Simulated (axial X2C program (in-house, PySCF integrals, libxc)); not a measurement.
# Working with the constants of AgGe

A bond curve at the PBE0 level, two-component, was computed with an in-house all-electron X2C program for linear molecules (integrals from PySCF) (basis Ag dyall-cv3z [12s12p8d5f3g], Ge dyall-cv3z [9s9p7d4f1g] (cores contracted in-house)) for the state Ω = 1/2 (⟨Sz⟩ = -0.50, ⟨Lz⟩ = 1.00 at PBE0). Its fit gives Re = 2.4598 Å, ωe = 200.1 cm⁻¹, ωexe = 0.595 cm⁻¹ and αe = 2.860e-04 cm⁻¹; the masses are 106.9051 and 73.9212 u. Two-component means X2C with spin–orbit coupling and atomic mean-field Coulomb and Gaunt terms.

Task: Find the reduced mass, Be and the force constant.

Result: From the PBE0 values: μ = 43.7025 u. Be = 16.8576/(μ Re²) = 0.06375 cm⁻¹. k = 5.8918×10⁻⁷ μ ωe² = 1.03 mdyn/Å.

Task: A Morse curve ties αe to the other constants (Pekeris). How well does that hold?

Result: αe(Morse) = 6Be²/ωe × (√(ωexe/Be) − 1) = 2.504e-04 cm⁻¹; the PBE0 curve gives 2.860e-04 cm⁻¹, a ratio of 0.88.

Task: The dipole moment p changes by 0.78 D/Å at Re. What harmonic infrared intensity follows?

Result: I = 42.256 × (dp/dR)²/μ = 0.59 km/mol.

Task: Where do the fundamental and the first overtone lie?

Result: ν(1←0) = ωe − 2ωexe = 198.9 cm⁻¹; ν(2←0) = 2ωe − 6ωexe = 396.6 cm⁻¹.

Task: Estimate the centrifugal constant by the Kratzer relation.

Result: D = 4Be³/ωe² = 2.59e-08 cm⁻¹.

The state is one determinant whose occupation by symmetry is held fixed; it was picked as the lowest of a PBE0 search that is not exhaustive. Density functionals use the spin component along the axis (collinear). Without a current term, density functionals place determinants with orbital angular momentum somewhat too high.
